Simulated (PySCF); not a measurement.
Electron correlation in F²⁺ (fluorine, charge +2)

[He] 2s2 2p3, high-spin 4S determinant. Calculation: PySCF 2.14, in aug-cc-pVDZ (4s3p2d, 23 functions); the non-relativistic Hamiltonian (point nucleus). Frozen: 1s2; 5 electrons correlated.

MP2 pair energies summed by pair of shells (mhartree):

```json
{"pair": "2s-2p", "energy": "-47.76", "share (%)": "67.8"}
{"pair": "2p-2p", "energy": "-15.60", "share (%)": "22.2"}
{"pair": "2s-2s", "energy": "-7.05", "share (%)": "10.0"}
```

Total MP2 correlation energy: -70.41 mhartree.

Same-spin part -17.94 and opposite-spin part -52.48 mhartree; SCS-MP2 scales them by 1/3 and 6/5 to -68.95 mhartree.

| level | correlation energy (mhartree) |
| --- | --- |
| CCSD | -84.90 |
| (T) | -0.51 |
| CCSD(T) | -85.41 |

Diagnostics: T1 = 0.0031, D1 = 0.0044, largest double amplitude 0.027.

Cost of the coupled-cluster step: 0.14 s of wall time on 1 thread of Neoverse-V1 (shared host), for 5 correlated electrons.
